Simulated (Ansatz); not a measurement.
One change: `ClC[SiH](Cl)I` becomes `CO[SiH](Cl)I`.

Ansatz, PBE0-D4/def2-TZVP geometries, multiplicity 1. Each molecule was computed in one conformer, which needn't be the lowest.

Elements past krypton have def2 core potentials.  Spin–orbit coupling is left out; it splits and shifts lone-pair levels of the heavy atoms by tenths of an eV.

```csv
property,`ClC[SiH](Cl)I`
LUMO energy (PBE0/def2-TZVPP) / eV,-0.77
size of the dipole moment (B3LYP/def2-TZVPP) / D,1.05
HOMO energy (ωB97M-V/def2-TZVPP) / eV,-10.06
zero-point energy (PBE0-D4/def2-TZVP) / kJ/mol,105.4
HOMO energy (B3LYP/def2-TZVPP) / eV,-7.67
"ideal-gas entropy at 298 K and 1 bar (rigid rotor, harmonic PBE0-D4/def2-TZVP) / J/(mol·K)",382
```

(1) Give the same properties after the change, and the shifts. (Estimate.)

## Answers

(1) Computed: 
```csv
property,`CO[SiH](Cl)I`,shift
LUMO energy (PBE0/def2-TZVPP) / eV,-0.55,0.22
size of the dipole moment (B3LYP/def2-TZVPP) / D,1.98,0.93
HOMO energy (ωB97M-V/def2-TZVPP) / eV,-10.01,0.05
zero-point energy (PBE0-D4/def2-TZVP) / kJ/mol,142.4,37.0
HOMO energy (B3LYP/def2-TZVPP) / eV,-7.61,0.06
"ideal-gas entropy at 298 K and 1 bar (rigid rotor, harmonic PBE0-D4/def2-TZVP) / J/(mol·K)",384,2
```

With PBE0 the HOMO rises by 0.05 eV and the LUMO rises by 0.22 eV, so the gap widens by about 0.17 eV. PBE moves the HOMO by 0.02 eV and ωB97M-V by 0.05 eV. The zero-point energy changes by 37.0 kJ/mol with +3 modes. Dipoles are sizes alone; their direction can turn. Modes under 60 cm⁻¹, often nearly free rotors, make the harmonic entropy too high.

B3LYP here is the variant with VWN-RPA as its local correlation; programs differ in this.
